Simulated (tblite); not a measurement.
A tight-binding relaxation on `Cc1ccc(Cl)n1C`.

Computed with GFN2-xTB geometry optimisation, gas phase (tblite 0.8.0). Start geometry: from a force field or distance geometry. The input is one job of a driver script: a line of settings, then coordinates in Å.

Input:
```
{"job": {"kind": "relax", "xc": "GFN2-xTB", "basis": "xTB"}, "charge": 0, "multiplicity": 1}
C     -1.938200    -0.316400     0.146000
C     -0.490300    -0.474400     0.049000
C      0.140500    -1.734900     0.083500
C      1.498100    -1.476200    -0.030800
C      1.688400    -0.125100    -0.094800
Cl     3.174000     0.788500    -0.248300
N      0.477400     0.461000    -0.054900
C      0.185100     1.888800    -0.097900
H     -2.332400    -0.430300     1.199400
H     -2.447300    -1.145700    -0.425100
H     -2.275100     0.650800    -0.312200
H     -0.346600    -2.701500     0.161000
H      2.288700    -2.213400    -0.028400
H      0.264400     2.192200    -1.152100
H     -0.810200     2.160500     0.300100
H      0.915900     2.484900     0.494300
```

Output:
```
step      E/eV     max force
  0    -663.89465    2.614
  1    -664.06692    1.173
  2    -664.11846    0.500
  3    -664.14709    0.359
  4    -664.16140    0.310
  5    -664.16855    0.171
  6    -664.17232    0.167
  7    -664.17655    0.177
  8    -664.18007    0.175
  9    -664.18309    0.157
... (75 lines left out)
 85    -664.24834    0.036
 86    -664.24866    0.033
 87    -664.24878    0.025
 88    -664.24888    0.019
 89    -664.24894    0.019
 90    -664.24904    0.026
 91    -664.24915    0.027
 92    -664.24925    0.020
 93    -664.24928    0.011
 94    -664.24930    0.007
```

«max force» is the largest atomic force in eV/Å.

Problem. From which step on does the largest force stay under 0.1 eV/Å, and how much energy is left to gain from there?

Solution. From step 78 (0.053 eV/Å), 2.9 meV above the end.

Main results: energy lowered by 8.2 kcal/mol over 94 steps; largest atomic force 0.007 eV/Å at the end.

On an Arm Neoverse V1 with one thread, on a shared host, this took 0.65 s of wall time.
Labels such as C1 count atoms from 1, the log's own numbers from 0.
